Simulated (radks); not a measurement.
Values are calculated unless marked as measured or tabulated.
Species: Sm+. Configuration: [Kr] 4d10 4f6 5s1.5 5p6 6s1 5d0.5 (fractional occupations, a model configuration).

Code: a radial shooting solver on a logarithmic mesh with Libxc functionals. Model: Dirac Kohn-Sham, BLYP, spin-unpolarised, spherical densities, point nucleus; open shells fill j = l - 1/2 first.

Energy parts (hartree):
part                       energy
total                 -10434.3804
kinetic                11315.8103
electron-nucleus      -25551.4860
Hartree                 4038.2572
exchange-correlation    -236.9618

Orbitals (lengths in bohr, moments of r in powers of bohr; <r^-3> diverges for s and p1/2; r(90%) holds 90 % of the orbital's charge):
\begin{tabular}{lrrrrrrr}
orbital & occ. & eigenvalue (hartree) & <r^2> & r(90%) & <r^-3> & <1/r> & small-component weight \\ \hline
1s1/2 & 2 & -1714.258 & 0.0007046 & 0.0411 & - & 68.84 & 5.31e-02 \\
2s1/2 & 2 & -280.2170 & 0.01105 & 0.150 & - & 16.36 & 1.17e-02 \\
2p1/2 & 2 & -265.6218 & 0.008047 & 0.133 & - & 16.34 & 1.17e-02 \\
2p3/2 & 4 & -243.4574 & 0.009289 & 0.142 & 8891 & 14.56 & 1.09e-02 \\
3s1/2 & 2 & -61.58810 & 0.07418 & 0.374 & - & 5.945 & 3.66e-03 \\
3p1/2 & 2 & -55.30914 & 0.06934 & 0.367 & - & 5.859 & 3.60e-03 \\
3p3/2 & 4 & -50.82195 & 0.07656 & 0.385 & 1856 & 5.412 & 3.38e-03 \\
3d3/2 & 4 & -39.93356 & 0.06157 & 0.357 & 309.6 & 5.286 & 3.26e-03 \\
3d5/2 & 6 & -38.95885 & 0.06360 & 0.362 & 277.4 & 5.174 & 3.19e-03 \\
4s1/2 & 2 & -12.45081 & 0.3789 & 0.833 & - & 2.477 & 1.15e-03 \\
4p1/2 & 2 & -10.04497 & 0.4009 & 0.864 & - & 2.370 & 1.08e-03 \\
4p3/2 & 4 & -9.05973 & 0.4409 & 0.906 & 408.3 & 2.219 & 9.99e-04 \\
4d3/2 & 4 & -5.10233 & 0.5139 & 1.00 & 57.21 & 1.998 & 8.38e-04 \\
4d5/2 & 6 & -4.92648 & 0.5299 & 1.02 & 50.60 & 1.961 & 8.17e-04 \\
4f5/2 & 6 & -0.37355 & 1.311 & 1.72 & 6.342 & 1.377 & 4.42e-04 \\
4f7/2 & 0 & -0.35345 & 1.364 & 1.76 & 6.108 & 1.359 & 4.33e-04 \\
5s1/2 & 1.5 & -1.85864 & 2.218 & 2.02 & - & 0.9484 & 2.43e-04 \\
5p1/2 & 2 & -1.20976 & 2.842 & 2.32 & - & 0.8331 & 1.91e-04 \\
5p3/2 & 4 & -1.07677 & 3.192 & 2.46 & 54.33 & 0.7793 & 1.71e-04 \\
5d3/2 & 0.5 & -0.29098 & 8.676 & 4.26 & 3.082 & 0.4825 & 6.64e-05 \\
5d5/2 & 0 & -0.28180 & 9.089 & 4.37 & 2.659 & 0.4707 & 6.33e-05 \\
6s1/2 & 1 & -0.32129 & 16.42 & 5.54 & - & 0.3300 & 3.44e-05 \\
\end{tabular}

The highest occupied level is 5d3/2 at -7.918 eV. The configuration is held as typed, so some empty levels lie below it. Summed over all electrons, <r^2> = 60.26 bohr^2, which gives a Langevin (diamagnetic) susceptibility term of -47.7 x 10^-6 cm^3/mol.
